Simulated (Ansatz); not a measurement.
Geometry optimisation, RKS PBE0-D4/cc-pVDZ (Ansatz).

The input (input.yaml):

```yaml
crystal:
  periodic: [false, false, false]
  atoms:
    - { symbol: B, position_ang: [-1.12409, 2.13724, -0.43698] }
    - { symbol: Si, position_ang: [-0.24902, 0.47308, -0.12877] }
    - { symbol: C, position_ang: [0.55279, -1.04427, -0.30243] }
    - { symbol: O, position_ang: [1.16585, -1.93131, 0.71713] }
    - { symbol: H, position_ang: [-1.29973, 2.50621, -1.53331] }
    - { symbol: H, position_ang: [-1.43396, 2.83386, 0.45266] }
    - { symbol: H, position_ang: [0.49692, -2.58934, 0.98943] }
    - { symbol: H, position_ang: [1.89125, -2.38547, 0.24227] }
total_charge: 1
basis:
  gaussian: { orbitals: cc-pVDZ }
hamiltonian:
  xc: pbe0
  dispersion: d4
relax:
  f_tol: 0.02
  max_steps: 50
```

Launched with:

```bash
$ ansatz run input.yaml --threads 1 --pin off --max-ram 2048MiB --backend cpu --events-out ev --progress --plain --runs-dir out
```

Problem. Where does it end, and by what steps?

Solution. The forces met the threshold. Limits of this set-up: the dipole of an ion depends on the origin. After 36 steps the energy has fallen by 3.648 eV; H6 moved furthest, 2.57 Å. Joined: B1–C3.

```json
{"step": "0", "energy less start (eV)": "0.0000", "largest force component (eV/Å)": "2.493", "accepted": "yes"}
{"step": "2", "energy less start (eV)": "-0.3157", "largest force component (eV/Å)": "0.705", "accepted": "yes"}
{"step": "4", "energy less start (eV)": "-0.4401", "largest force component (eV/Å)": "0.501", "accepted": "yes"}
{"step": "6", "energy less start (eV)": "-0.5035", "largest force component (eV/Å)": "0.367", "accepted": "yes"}
{"step": "8", "energy less start (eV)": "-0.5438", "largest force component (eV/Å)": "0.524", "accepted": "yes"}
{"step": "10", "energy less start (eV)": "-0.5785", "largest force component (eV/Å)": "0.585", "accepted": "yes"}
{"step": "12", "energy less start (eV)": "-0.6325", "largest force component (eV/Å)": "0.357", "accepted": "yes"}
{"step": "14", "energy less start (eV)": "-0.7560", "largest force component (eV/Å)": "0.286", "accepted": "yes"}
{"step": "16", "energy less start (eV)": "-0.9740", "largest force component (eV/Å)": "1.345", "accepted": "yes"}
{"step": "18", "energy less start (eV)": "-1.8282", "largest force component (eV/Å)": "1.602", "accepted": "yes"}
{"step": "20", "energy less start (eV)": "-2.6895", "largest force component (eV/Å)": "1.159", "accepted": "yes"}
{"step": "22", "energy less start (eV)": "-3.1979", "largest force component (eV/Å)": "0.685", "accepted": "yes"}
{"step": "24", "energy less start (eV)": "-3.4835", "largest force component (eV/Å)": "0.410", "accepted": "yes"}
{"step": "26", "energy less start (eV)": "-3.4859", "largest force component (eV/Å)": "1.509", "accepted": "no"}
{"step": "28", "energy less start (eV)": "-3.5850", "largest force component (eV/Å)": "0.354", "accepted": "yes"}
{"step": "30", "energy less start (eV)": "-3.6360", "largest force component (eV/Å)": "0.154", "accepted": "yes"}
{"step": "32", "energy less start (eV)": "-3.6477", "largest force component (eV/Å)": "0.036", "accepted": "yes"}
{"step": "34", "energy less start (eV)": "-3.6482", "largest force component (eV/Å)": "0.034", "accepted": "yes"}
{"step": "36", "energy less start (eV)": "-3.6484", "largest force component (eV/Å)": "0.008", "accepted": "yes"}
```

```xyz
8
Properties=species:S:1:pos:R:3
B -0.727 0.795 -0.440
Si 1.203 1.548 0.433
C 0.301 0.017 0.214
O 0.332 -1.376 0.560
H -0.286 2.005 -0.452
H -1.800 0.720 -0.959
H 1.224 -1.768 0.635
H -0.249 -1.941 0.009
```

The run took 2.2 min on 1 thread of Arm Neoverse V1, on a shared host, peak memory 0.14 GiB.
